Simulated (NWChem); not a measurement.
System: C₂Cl₃ cation

```xyz
5

Cl    -0.6216    -2.3308     0.0000
C     -0.2442    -0.8145     0.0000
C      0.0726     0.4587     0.0000
Cl     1.7092     0.8803     0.0000
Cl    -1.1768     1.5970     0.0000
```
Atoms are numbered in this order, from 1.

Program: NWChem. The geometry was optimised at PBE0/def2-SVP. GIAO values for the isolated, static molecule; σ is the absolute isotropic shielding, δ = σ(reference) − σ with the isolated reference molecule computed at the same levels (13C: tetramethylsilane).

```json
[
 {"level": "BHandHLYP/pcSseg-1", "σ Cl1 (ppm)": "-147.5", "δ C2 (ppm)": "618.0", "δ C3 (ppm)": "150.2", "σ Cl4 (ppm)": "735.5"},
 {"level": "LDA (Slater exchange, VWN5)/pcSseg-1", "σ Cl1 (ppm)": "-360.7", "δ C2 (ppm)": "611.8", "δ C3 (ppm)": "160.3", "σ Cl4 (ppm)": "487.0"},
 {"level": "PBE/pcSseg-1", "σ Cl1 (ppm)": "-230.9", "δ C2 (ppm)": "563.7", "δ C3 (ppm)": "153.2", "σ Cl4 (ppm)": "515.1"},
 {"level": "KT2/pcSseg-1", "σ Cl1 (ppm)": "-88.2", "δ C2 (ppm)": "503.6", "δ C3 (ppm)": "145.2", "σ Cl4 (ppm)": "546.3"}
]
```
